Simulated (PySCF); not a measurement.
**A parent and its derivatives**

Computed, not measured: TDDFT wB97X-D/def2-SVPD, vertical, gas phase, core orbitals frozen in the response (PySCF 2.14.0, density-fitted response routines). Geometries: PBE0-D3(BJ)/def2-SVP; one conformer of each isolated species. Triplets are in the Tamm–Dancoff approximation. Relativistic effects are left out although some hold elements past zinc.

Parent: SiMe4, `C[Si](C)(C)C`, with lowest singlet excitation energy 8.26 eV, HOMO–LUMO gap 12.32 eV, LUMO energy 2.11 eV, lowest triplet energy 8.11 eV. Its spectrum: 150 nm (f 0.278 summed over 3 states); 134 nm (f 0.000); 132 nm (f 0.149 summed over 3 states); 131 nm (f 0.000 summed over 3 states).

Shifts from the parent:

```
                       change                                SMILES  Δ S1 (eV)  Δ gap (eV)  Δ LUMO (eV)  Δ T1 (eV)
   ligand (all four): Me to F                          F[Si](F)(F)F      +2.91       +3.91        -0.85      +2.75
  ligand (all four): Me to Cl                      Cl[Si](Cl)(Cl)Cl      -0.77       -0.17        -1.52      -1.04
  ligand (all four): Me to Br                      Br[Si](Br)(Br)Br      -2.39       -2.00        -2.38      -2.61
ligand (all four): Me to OAc1  CC(=O)O[Si](OC(C)=O)(OC(C)=O)OC(C)=O      -2.43       -0.57        -0.67      -2.75
   ligand (all four): Me to H                  [H][Si]([H])([H])[H]      +1.01       +1.43        -0.13      +0.70
  ligand (all four): Me to OH                          O[Si](O)(O)O      -0.11       +0.27        -0.80      -0.19
```

Task: Predict the same shifts for this change: ligand (all four): Me to CN (`N#C[Si](C#N)(C#N)C#N`).

Result: Δ lowest singlet excitation energy -1.70 eV, Δ HOMO–LUMO gap -0.31 eV, Δ LUMO energy -3.40 eV, Δ lowest triplet energy -2.54 eV. Spectrum: 6.57 eV (f 0.000); 6.70 eV (f 0.000 summed over 3 states); 6.92 eV (f 0.000 summed over 5 states) [of 10 roots; the last level is left out, as the window may have cut its degenerate partner]. S1 falls most with ligand (all four): Me to OAc1 (-2.43 eV), and it rises most with ligand (all four): Me to F (+2.91 eV). S1 is simply the lowest singlet of each species and needn't be the same kind of state throughout. Over these 7 changes the shifts of S1 and of the HOMO–LUMO gap correlate with r = 0.95.
